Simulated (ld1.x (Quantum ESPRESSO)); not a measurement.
Before and after: TM potential for nitrogen (N)

| Property | Result |
| --- | --- |
| Element | nitrogen |
| Generator | ld1.x (Quantum ESPRESSO) 7.5 |
| Type | norm-conserving Troullier–Martins (Kleinman–Bylander form) |
| Functional | LDA (PZ) |
| Relativity | non-relativistic |
| Frozen core | [He] |
| Valence charge | 5 |
| Reference configuration | 2s2 2p3 |
| Partial waves | 2p (bound): rc 1.75 bohr; 2s (bound): rc 0.85 bohr |
| Local potential | the s channel |
| Core correction | a·sin(br)/r model core inside 0.80 bohr |

All-electron outer shells of the reference configuration (LDA (PZ), non-relativistic, ld1.x):

```tsv
shell	level (eV)	outermost node (bohr)	outermost maximum (bohr)
2s	-18.40	0.32	1.02
2p	-7.25	–	0.97
```

Change: core correction a·sin(br)/r model core inside 1.06 bohr.

Cutoffs: the cutoffs (Ry, on a coarse ladder) from which the occupation-weighted sum of valence levels, in a spherical-Bessel basis at the reference potential, stays within 10 and 1 mRy of its value at 400 Ry; they do not see the model core or the augmentation charge, which bear on the density cutoff. Errors are all-electron minus pseudo energies relative to the spin-unpolarised reference configuration.

Question: How do hardness, ghosts and transferability respond?

Answer: The potential gets neither clearly harder nor softer (55 Ry and 140 Ry → 55 Ry and 140 Ry); of the 9 tests that both files solve, the error grows in 2 and shrinks in 0 by more than 15 % and 0.3 meV (median size 47.2 → 48.2 meV); neither file shows a bound ghost. A wider model core is smoother and lowers the density cutoff, which this test does not measure.

```tsv
quantity	base	changed
cutoff, loose	55 Ry	55 Ry
cutoff, tight	140 Ry	140 Ry
bound ghosts	none	none
error for 2s2 2p2, meV [ΔE 13.74 eV]	+23	+24
error for 2s2 2p1, meV [ΔE 42.71 eV]	+234	+239
error for 2s2 2p0, meV [ΔE 89.88 eV]	+1036	+1061
error for 2s2 2p3.3, meV [ΔE -1.67 eV]	+0.2	+0.2
error for 2s1 2p4, meV [ΔE 11.17 eV]	+11	+11
error for 2s0 2p5, meV [ΔE 22.39 eV]	+47	+48
error for 2s1 2p3, meV [ΔE 25.16 eV]	-29	-28
error for 2s2 2p3 (spin-polarised), meV [ΔE -2.89 eV]	+181	+216
error for 2s2 2p2 (spin-polarised), meV [ΔE 12.05 eV]	+132	+156
s: phases at 1.91 bohr within 0.05 rad from the reference energy up to (Ry; the scan ends near 5)	3.7	3.7
p: phases at 1.91 bohr within 0.05 rad from the reference energy up to (Ry; the scan ends near 5)	2.7	2.7
```
